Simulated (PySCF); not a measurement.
C₄H₉KO, SMILES CC(C)(C)[O][K] at its GFN2-xTB optimised geometry (Å):

```
15

K     -2.6271     0.0387     0.0000
O     -0.6451     0.8321     0.0000
C      0.4511     0.0387     0.0000
C      0.5107    -0.8795    -1.2444
C      1.7250     0.9242    -0.0129
C      0.5232    -0.8618     1.2565
H      1.4282    -1.4621    -1.2611
H      0.4638    -0.2653    -2.1404
H     -0.3445    -1.5654    -1.2429
H      1.7068     1.5529    -0.8977
H      2.6271     0.3180    -0.0131
H      1.7158     1.5654     0.8630
H     -0.3338    -1.5451     1.2752
H      0.4885    -0.2349     2.1441
H      1.4394    -1.4467     1.2705
```

Computed with PBE0/def2-TZVP run with PySCF. Cells within 0.4 Å of a nucleus heavier than hydrogen are left out (blank, or x).

Map of the HOMO−1 amplitude (bohr^(-3/2)) on the plane z = 1.0 Å; orbital energy -4.94 eV, overall sign arbitrary:

```
|4444444444444444444444444444444|
|4444444444444444444444444444444|
|4444444555555444444554444444444|
|4444555555555555555555554444444|
|4445555555555555555555555544444|
|4455555555555555555555555554444|
|4455555555555555555555555554444|
|4555555555555555555555555555444|
|4555555555555555555555555555444|
|4455555555556665555555555555444|
|4445555555667776555555555555444|
|4444455555678887655555555554444|
|4444445556679997655555555544444|
|4444444556679997544444444444444|
|4444444455678876433444444444444|
|4444444455666654222344444444444|
|4444444455555542001344445554444|
|4444444445555431xx1344555555444|
|4444444445555432xx3455555555444|
|4444444445554443455665555555544|
|4444444445554444556665555555544|
|4444444445555445555555555555544|
|4444444445555555555555555555544|
|4444444445555555555555555555444|
|4444444445555555555555555555444|
|4444444444555555555555555554444|
|4444444444455555555555555544444|
|4444444444444555555555555444444|
|4444444444444445555555544444444|
|4444444444444444444444444444444|
|4444444444444444444444444444444|
```
Scale: ten equal steps from -0.115 (start of '0') to 0.116 (end of '9'), in the order '0123456789'; x runs from -5.00 to 5.00, y from -5.00 (bottom) to 5.00 (top).
